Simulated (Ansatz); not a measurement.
Frontier orbitals of C$_{4}$H$_{8}$B$_{2}$ (`BCBCC#C`).

Charge 0, multiplicity 1. Geometry: relaxed with PBE0-D4/def2-TZVP. It is one conformer, not always the lowest. Basis def2-TZVPP, Ansatz.

```json
{"functional": "LDA (SPW92)", "HOMO (eV)": "-6.59", "LUMO (eV)": "-2.47", "gap (eV)": "4.12"}
{"functional": "PBE", "HOMO (eV)": "-6.51", "LUMO (eV)": "-2.28", "gap (eV)": "4.23"}
{"functional": "revPBE", "HOMO (eV)": "-6.47", "LUMO (eV)": "-2.20", "gap (eV)": "4.27"}
{"functional": "r2SCAN", "HOMO (eV)": "-6.74", "LUMO (eV)": "-2.05", "gap (eV)": "4.69"}
{"functional": "B97M-V", "HOMO (eV)": "-6.80", "LUMO (eV)": "-2.05", "gap (eV)": "4.75"}
{"functional": "PBE0", "HOMO (eV)": "-7.74", "LUMO (eV)": "-1.36", "gap (eV)": "6.38"}
{"functional": "B3LYP", "HOMO (eV)": "-7.56", "LUMO (eV)": "-1.58", "gap (eV)": "5.98"}
{"functional": "ωB97X-V", "HOMO (eV)": "-10.09", "LUMO (eV)": "0.77", "gap (eV)": "10.86"}
{"functional": "ωB97M-V", "HOMO (eV)": "-9.98", "LUMO (eV)": "0.63", "gap (eV)": "10.61"}
```

A quarter of exact exchange (PBE0) shifts PBE's HOMO by −1.23 eV and its LUMO by +0.92 eV; full exchange at long range (ωB97M-V) shifts them by −3.46 and +2.91 eV. The gap opens from 4.23 to 10.61 eV, since occupied levels lose self-interaction and empty ones feel all the electrons. A positive LUMO is unbound and depends on the basis.

B3LYP here is the variant with VWN-RPA as its local correlation; programs differ in this.
